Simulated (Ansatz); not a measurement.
`O[Si](O)(F)N[SiH2]F`, charge 0, multiplicity 1.

(1) Give a relaxed structure at PBE0-D4/def2-TZVP (Ansatz). (Estimate.)

Answers

(1) The calculation gave: 
Cartesian coordinates in Å:
```
O -0.916 1.716 -0.122
Si 0.553 1.028 -0.240
O 0.936 0.988 -1.813
F 1.629 1.886 0.561
N 0.602 -0.535 0.439
Si -0.622 -1.729 0.416
F -1.608 -1.576 1.669
H -1.287 1.851 0.751
H 0.722 1.754 -2.346
H 1.445 -0.760 0.949
H -1.450 -1.554 -0.795
H -0.005 -3.068 0.531
```
This is one stationary point; other conformers may exist.
